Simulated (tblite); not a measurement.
Problem. What does the GFN2-xTB structure of `O=C[SiH2]CC(Cl)(Cl)Cl` look like in three dimensions?

Solution. 
```xyz
13
C3H5Cl3OSi angstrom
O     -2.6216   -0.6162   -1.0869
C     -2.4776    0.0198   -0.0759
Si    -0.7600    0.4631    0.6746
C      0.4839   -0.2585   -0.5828
C      1.9057   -0.2016   -0.1097
Cl     2.3725    1.4683    0.2814
Cl     3.0357   -0.8091   -1.3582
Cl     2.1306   -1.1886    1.3504
H     -3.3733    0.3820    0.4709
H     -0.6638   -0.1688    1.9879
H     -0.6803    1.9204    0.7590
H      0.2319   -1.2979   -0.8027
H      0.4120    0.2875   -1.5258
```

Orientation and origin are arbitrary. Atoms count from 1 in this order. Of the pairs four or more bonds apart, Cl8···H10 is among the closest relative to their van der Waals radii: 3.04 Å, 103 % of the sum of Bondi's values. Si3 (SiH2 silicon) is distorted tetrahedral (angles from 103.7° to 112.7°).

Bonds between heavy atoms (Å): O1=C2 1.203, C2–Si3 1.926, Si3–C4 1.910, C4–C5 1.500, C5–Cl6 1.777, C5–Cl7 1.790, C5–Cl8 1.777.

Computed geometry: GFN2-xTB, gas phase.

Point group: C1 (no symmetry element, even within 0.4 Å). Its lowest GFN2-xTB frequency is 4i cm⁻¹, too small to tell a flat minimum from a shallow saddle. One conformer, not necessarily the lowest (O1–C2–Si3–C4 2°, C2–Si3–C4–C5 -172°). 3 starts were optimised and ended at 0.00, 0.31 and 0.57 kcal/mol (GFN2-xTB); the lowest of these is shown.

On Arm Neoverse V2, one thread, no GPU, on a shared host, this took 0.85 s. That covers the optimisation of the geometry.
